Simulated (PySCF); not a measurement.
I4Zr (SMILES [I][Zr]([I])([I])[I]), singlet, geometry from GFN2-xTB (such geometries of metal compounds can be far from the true shape) (core potentials on I, Zr). Base run: BLYP/def2-SVP in PySCF.

PySCF was given this input:
```python
from pyscf import gto, scf, dft

mol = gto.M(
    atom='''
Zr   -0.000000    0.000000   -0.000000
I     2.185457   -0.649465   -1.611235
I     0.865279    0.403455    2.623475
I    -1.198477    2.334034   -0.953962
I    -1.852259   -2.088024   -0.058278
''',
    basis='def2-svp',
    ecp={'I': 'def2-svp', 'Zr': 'def2-svp'},
    charge=0,
    spin=0,
    verbose=4,
)

mf = dft.RKS(mol)
mf.xc = 'blyp'
mf.kernel()
```

Variants of this job, named by their change:

```csv
change,ΔE vs base (mEh),fitting functions,outcome
base,0.000,-,converged
auxbasis = even-tempered beta=2.0,-0.872,1132,converged
auxbasis = cc-pvtz-ri,-,-,input refused
auxbasis = def2-universal-jkfit,-0.042,1127,converged
auxbasis = cc-pvqz-jkfit,-,-,input refused
auxbasis = default (with mf = mf.density_fit()),-0.176,321,converged
auxbasis = def2-universal-jfit,-0.176,321,converged
auxbasis = even-tempered beta=1.6,-0.010,1608,converged
auxbasis = cc-pvtz-jkfit,-,-,input refused
auxbasis = even-tempered beta=3.0,-305.2,720,converged
```

A fitting set is made for a task (jfit for Coulomb, jkfit for Coulomb and exchange, ri for correlation) and for a family of orbital bases.

- auxbasis = cc-pvtz-ri: ended with `pyscf.lib.exceptions.BasisNotFoundError: Basis set not found for I in cc-pvtz-ri`
- auxbasis = cc-pvqz-jkfit: ended with `pyscf.lib.exceptions.BasisNotFoundError: Basis set not found for I in cc-pvqz-jkfit`
- auxbasis = cc-pvtz-jkfit: ended with `pyscf.lib.exceptions.BasisNotFoundError: Basis set not found for I in cc-pvtz-jkfit`
